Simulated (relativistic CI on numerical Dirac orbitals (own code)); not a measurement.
# Electric-dipole transitions in Al3+

Computed by Dirac-Coulomb-Breit CI, KLI orbitals optimised for each configuration, a model potential for QED, valence Slater integrals scaled by 0.85, P86 correlation energy added to each configuration (own radial code, finite nucleus).

CI space (outside the closed core 1s2): 2s2 2p6, 2s2 2p5 3s, 2s2 2p5 3p, 2s2 2p5 3d, 2s2 2p5 4s, 2s2 2p5 4p, 2s2 2p5 4d, 2s2 2p5 4f, 2s2 2p4 3s2, 2s 2p6 3s, 2s2 2p4 3s 3p, 2s 2p6 3p, 2s2 2p4 3p2, 2s2 2p4 3s 3d, 2s 2p6 3d, 2s2 2p4 3p 3d. Levels of other configurations are missing.

| λ vac (Å) | Lower | Upper | A (s⁻¹) | E lower (eV) | E upper (eV) |
| --- | --- | --- | --- | --- | --- |
| 116.62 | 2s2 2p6 1S_0 [1] | 2s2 2p5 4d 1P°_1 [61] | 8.48e+10 | 0.000 | 106.311 |
| 117.24 | 2s2 2p6 1S_0 [1] | 2s2 2p5 4d 3D°_1 [49] | 1.32e+10 | 0.000 | 105.756 |
| 124.46 | 2s2 2p6 1S_0 [1] | 2s2 2p5 4s 1P°_1 [31] | 4.00e+09 | 0.000 | 99.615 |
| 130.02 | 2s2 2p6 1S_0 [1] | 2s2 2p5 3d 1P°_1 [27] | 1.16e+11 | 0.000 | 95.361 |
| 130.84 | 2s2 2p6 1S_0 [1] | 2s2 2p5 3d 3D°_1 [23] | 1.32e+10 | 0.000 | 94.762 |
| 160.67 | 2s2 2p6 1S_0 [1] | 2s2 2p5 3s 1P°_1 [5] | 1.99e+10 | 0.000 | 77.168 |
| 162.16 | 2s2 2p6 1S_0 [1] | 2s2 2p5 3s 3P°_1 [3] | 1.81e+09 | 0.000 | 76.456 |
| 480.44 | 2s2 2p5 3s 3P°_2 [2] | 2s2 2p5 4p 3P_2 [36] | 1.16e+08 | 76.236 | 102.043 |
| 484.03 | 2s2 2p5 3s 3P°_2 [2] | 2s2 2p5 4p 3D_3 [33] | 2.89e+08 | 76.236 | 101.851 |
| 487.14 | 2s2 2p5 3s 3P°_1 [3] | 2s2 2p5 4p 3D_2 [34] | 1.66e+08 | 76.456 | 101.907 |
| 488.72 | 2s2 2p5 3s 3P°_2 [2] | 2s2 2p5 4p 3S_1 [32] | 4.08e+08 | 76.236 | 101.605 |
| 491.73 | 2s2 2p5 3s 1P°_1 [5] | 2s2 2p5 4p 1D_2 [39] | 2.63e+08 | 77.168 | 102.382 |
| 778.78 | 2s2 2p5 3p 3S_1 [6] | 2s2 2p5 4s 3P°_1 [29] | 2.22e+08 | 83.284 | 99.204 |
| 785.16 | 2s2 2p5 3p 3S_1 [6] | 2s2 2p5 4s 3P°_2 [28] | 4.27e+08 | 83.284 | 99.074 |
| 832.27 | 2s2 2p5 3p 3D_2 [8] | 2s2 2p5 4s 3P°_1 [29] | 1.05e+09 | 84.307 | 99.204 |
| 834.37 | 2s2 2p5 3p 3D_3 [7] | 2s2 2p5 4s 3P°_2 [28] | 1.45e+09 | 84.215 | 99.074 |
| 847.89 | 2s2 2p5 3p 3P_2 [12] | 2s2 2p5 4s 1P°_1 [31] | 1.31e+09 | 84.993 | 99.615 |
| 1154.2 | 2s2 2p5 3p 3S_1 [6] | 2s2 2p5 3d 3P°_2 [18] | 1.15e+09 | 83.284 | 94.026 |
| 1165.5 | 2s2 2p5 3p 3S_1 [6] | 2s2 2p5 3d 3P°_1 [17] | 1.36e+09 | 83.284 | 93.921 |
| 1170.9 | 2s2 2p5 3p 3S_1 [6] | 2s2 2p5 3d 3P°_0 [16] | 1.46e+09 | 83.284 | 93.873 |

Terms are leading LS components. Brackets give the number of a level in order of energy, since labels repeat. The list gives strong lines, with weight on those to low levels, without lines whose two gauges differ by over a factor of 2.5, among the lowest 65 of 387 levels, so that lines to higher ones, which can be the strongest, are missing, and without lines across small gaps between configurations, and without 129 lines that miss the measured interval by over 3.5 %, start from a term whose rates miss tabulated ones by over 60 %, have gauges far apart or, lacking measured levels, span too small a gap for the errors found; lines with a level outside our table were not tested and can miss by more. Levels whose partners in the same complex of configurations lie outside the list can be far off, and so can their lines. Rates are taken at the computed energies, electric ones in the length gauge.

For a near-neutral ion this model can misplace configurations by up to about 10,000 cm⁻¹ (more where the count of f electrons changes) and terms by 10 to 25 % of their spread. Rates follow the energies as ν³ (E1, M1) or ν⁵ (E2), so they and the lifetimes can be off by large factors. The fine structure of a lone outer electron comes out too small, for d and f at times inverted, and misplaced configurations move strength between like terms. 14 of the 16 excited levels that our extract of the measured tables holds in this range could be paired (the sources list more); they are missed by 1954 cm⁻¹ on average and 2653 at most, and levels without a partner can miss by more.

LS names give the leading component of a level, which can be under half, so a name can repeat, a term be missing and a line seem to break the LS rules.
